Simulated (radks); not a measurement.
Results of a calculation; reference values are marked as such.
Ionisation of Hf, [Xe] 4f14 5d2 6s2, to Hf+, [Xe] 4f14 5d1 6s2, under several functionals. Dirac Kohn-Sham, spin-unpolarised, spherical densities, finite nucleus; open shells fill j = l - 1/2 first; a radial shooting solver on a logarithmic mesh with Libxc functionals.

functional  E(Hf) (hartree)  Exc (hartree)  IE (eV)  -e(HOMO) (eV)  <r> HOMO (bohr)  IE error (eV)
RPBE            -15096.1008      -310.1431    6.629          2.771            2.470         -0.196
PBE             -15095.6307      -309.6696    6.697          2.821            2.463         -0.129
BLYP            -15096.5583      -310.5973    6.574          2.688            2.468         -0.251
OLYP            -15101.0902      -315.3461    6.510          2.625            2.448         -0.315
HCTH/407        -15104.5645      -318.9800    6.858          2.960            2.438         +0.032

NIST Atomic Spectra Database: 6.825 eV (measured). Closest: HCTH/407. The Delta-SCF values span 0.35 eV, the total energies 8.93 hartree. The highest occupied level is 5d3/2. Spin polarisation and multiplet splitting are left out, so open shells lie too high by an amount that depends on their filling.

Beside tabulated values, note that spin-unpolarised runs miss the spin-polarisation part of the exchange energy of open shells.
